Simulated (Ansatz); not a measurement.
`CC(N)([SiH3])S` + `NCBCl` → `[SiH3]NCBCl` + `CC(N)S`  (ligand exchange at the Si–C bond)

Calculated with Ansatz (gas phase, PBE0-D4/def2-TZVP geometries, no zero-point term in ΔE). CCSD(T)/CBS is the MP2 limit (def2-TZVPP, def2-QZVPP) plus CCSD(T) − MP2 in def2-TZVPP, frozen cores. DFT in def2-TZVPP. One conformer a species, not always the lowest.

| level | ΔE (kJ/mol) | difference from CCSD(T)/CBS |
| --- | --- | --- |
| PBE-D4 | -26.0 | 12.3 |
| ωB97X-V | -40.4 | -2.1 |
| ωB97M-V | -38.2 | 0.1 |
| B2PLYP | -43.2 | -4.9 |
| PBE | -30.4 | 7.9 |
| MP2/def2-TZVPP | -37.3 | 1.0 |
| SCS-MP2/def2-TZVPP | -43.5 | -5.2 |
| CCSD/def2-TZVPP | -44.0 | -5.7 |
| MP2/def2-QZVPP | -37.0 | 1.3 |
| CCSD/CBS(def2) | -43.0 | -4.7 |
| CCSD(T)/CBS | -38.3 | 0 |

Largest T1 diagnostic among the species: 0.011.

The D4 term adds +7.4 kJ/mol with B3LYP and +3.8 kJ/mol with PBE0; it sums over pairs of atoms, weighted by their polarisabilities, and B3LYP, whose exchange is more repulsive, gets the larger term. In def2-TZVPP, CCSD(T) changes the Hartree–Fock value by +23.9 kJ/mol (the triples alone add +4.6 kJ/mol) and MP2 by +26.0 kJ/mol.

B3LYP here is the variant with VWN-RPA as its local correlation; programs differ in this.
